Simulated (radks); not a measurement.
Correlation energies from several functionals, in hartree. Species: C3+ [He] 2s1; Sb4+ [Kr] 4d10 5s1; Zr30+ [Ne]. Method: non-relativistic Kohn-Sham, exchange-only B88, spin-polarised, spherical densities, point nucleus; computed with a radial shooting solver on a logarithmic mesh with Libxc functionals. Every spin shell is full or empty, so the densities are truly spherical. Functionals are evaluated on that one density, not self-consistently.

| functional | C3+ | Sb4+ | Zr30+ |
|---|---|---|---|
| PW92 | -0.20311 | -4.6708 | -1.2318 |
| VWN5 | -0.20410 | -4.6916 | -1.2362 |
| Wigner | -0.11265 | -2.5226 | -0.55593 |
| PBEsol | -0.072659 | -2.9279 | -0.52650 |
| LYP | -0.071269 | -2.4519 | -0.48588 |
| PW91 | -0.067556 | -2.8041 | -0.53052 |
| AM05 | -0.17774 | -4.3568 | -1.1165 |
| OP (B88) | -0.075874 | -2.3919 | -0.50642 |
| TPSS | -0.054500 | -2.5910 | -0.44357 |
| revTPSS | -0.057134 | -2.6180 | -0.44946 |
| SCAN | -0.054658 | -2.5736 | -0.42972 |
| r2SCAN | -0.054750 | -2.5876 | -0.43463 |
| B95 | -0.073093 | -3.1857 | -0.67075 |
